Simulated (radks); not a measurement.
Problem. Species: Ho3+. Configuration: [Xe] 4f10. All-electron calculation, scalar-relativistic Kohn-Sham, BLYP, spin-polarised, spherical densities, finite nucleus; open shells are filled with parallel spins first (spin-orbit coupling, left out, can overturn this in heavy ions); Fermi nuclear charge, rms radius 5.2022 fm. Program: a radial shooting solver on a logarithmic mesh with Libxc functionals. Some entries of the table are withheld. Estimate them.

orbital,occ.,eigenvalue (eV),<r> (bohr)
1s up,1,-55526.05,0.02074
1s down,1,-55526.05,0.02074
2s up,1,-9315.272,0.08810
2s down,1,-9315.230,0.08810
2p up,3,-8257.550,0.07806
2p down,3,-8257.519,0.07806
3s up,1,-2106.962,0.2299
3s down,1,-2105.256,0.2298
3p up,3,-1783.671,0.2290
3p down,3,-1781.972,0.2288
3d up,5,-1372.877,0.2079
3d down,5,-1371.575,0.2078
4s up,1,-443.9299,0.5184
4s down,1,-440.2110,0.5185
4p up,3,-337.3802,0.5493
4p down,3,-333.7247,0.5496
4d up,5,-193.3757,0.5943
4d down,5,-189.8056,0.5952
5s up,1,(1),1.246
5s down,1,(2),1.257
5p up,3,(3),1.451
5p down,3,(4),1.467
4f up,7,-36.2726,0.7781
4f down,3,-33.1122,0.7987

Solution. 
(1) 5s up eigenvalue (eV): -80.6949
(2) 5s down eigenvalue (eV): -79.0236
(3) 5p up eigenvalue (eV): -54.8779
(4) 5p down eigenvalue (eV): -53.6622
